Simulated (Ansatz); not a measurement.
C2H6N, charge -1, singlet, geometry from GFN2-xTB (a gas-phase anion, which may not be bound at this level); SC-NEVPT2/STO-3G, CASSCF(2,4) (Ansatz, a first-principles code).

Input for Ansatz:
Ansatz 0.2 input:
```yaml
crystal:
  periodic: [false, false, false]
  atoms:
    - {symbol: C, position_ang: [1.17379428, -0.29888506, -0.03064780]}
    - {symbol: C, position_ang: [-0.00061861, 0.69049820, -0.11946954]}
    - {symbol: N, position_ang: [-1.28175622, -0.07360499, 0.01875596]}
    - {symbol: H, position_ang: [2.13180660, 0.23713849, 0.01082447]}
    - {symbol: H, position_ang: [1.16758703, -1.00712786, 0.84854650]}
    - {symbol: H, position_ang: [1.20574491, -0.94467985, -0.92468513]}
    - {symbol: H, position_ang: [0.04801484, 1.28923134, 0.84658688]}
    - {symbol: H, position_ang: [-1.25328855, -0.75326842, 0.80694167]}
    - {symbol: H, position_ang: [-1.36662521, -0.65573752, -0.81880195]}
basis:
  gaussian:
    orbitals: STO-3G
total_charge: -1
magnetization: {spin_polarized: false}
correlation: {method: sc_nevpt2, electrons: all, active_space: {window: {electrons: 2, orbitals: 4}}}
```

### Question
What does Ansatz print? Leave out banner, timings and long lists.

### Answer

```
Functional definition: HF
291 factors; integrals over basis functions are off by at most 4.4e-5 eV
mean field evaluation 1: about -3584.0314 eV, gradient 1.6e1 eV
mean field evaluation 2: about -3584.2481 eV, gradient 1.6e1 eV
mean field evaluation 4: about -3585.3104 eV, gradient 1.4e0 eV
mean field evaluation 8: about -3585.3230 eV, gradient 1.1e-5 eV
mean field -3585.32300470 eV, -131.7581902034 hartree, gradient 1.2e-6 eV, S^2 0.000000; 0 other end points of the search recorded, 0 dependent functions left out
reference -3585.32300470 eV, -131.7581902034 hartree; 13, 13 occupied and 8, 8 virtual orbitals, 291 factors
state -3585.78825565 eV, -131.7752878605 hartree
state -3585.78825565 eV, -131.7752878605 hartree; corrected -3589.11807520 eV, -131.8976564719 hartree
state -3585.74069697 eV, -131.7735401111 hartree
state -3585.74069697 eV, -131.7735401111 hartree; corrected -3589.07386733 eV, -131.8960318626 hartree
state -3585.78825565 eV, -131.7752878605 hartree; corrected -3589.11807520 eV, -131.8976564719 hartree
the orbitals are reached from a further start. From the first start the search ends at -3585.74069484 eV, -131.7735400330 hartree
Total energy: -3589.11807520 eV, -131.8976564719 hartree
```
